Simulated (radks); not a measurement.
Values are calculated unless marked as measured or tabulated.
Task: Valence configurations of the holmium ion Ho2+ (all share [Xe]). Code: a radial shooting solver on a logarithmic mesh with Libxc functionals. Model: scalar-relativistic Kohn-Sham, SCAN, spin-polarised, spherical densities, finite nucleus; open shells are filled with parallel spins first (spin-orbit coupling, left out, can overturn this in heavy ions); meta-GGA in the generalised Kohn-Sham scheme; Fermi nuclear charge, rms radius 5.2022 fm. Order these by energy: 4f10.5 6p0.5; 4f8.5 5d2.5; 4f10.5 5d0.5; 4f9 6p2; 4f10 5d1; 4f9.5 6p1.5; 4f11.

Result: From the lowest, in eV above it: 4f11 0.000; 4f10.5 5d0.5 1.450; 4f10.5 6p0.5 3.506; 4f10 5d1 3.692; 4f9.5 6p1.5 15.571; 4f8.5 5d2.5 16.337; 4f9 6p2 24.637. NIST lists [Xe] 4f11 as the ground configuration; this level of theory agrees among the configurations tried. The energies are those of spherical high-spin densities, not of single terms. No valid solution was reached for [Xe] 4f10 6s1; [Xe] 4f9 6s1 6p1; [Xe] 4f9.5 6s1 6p0.5.
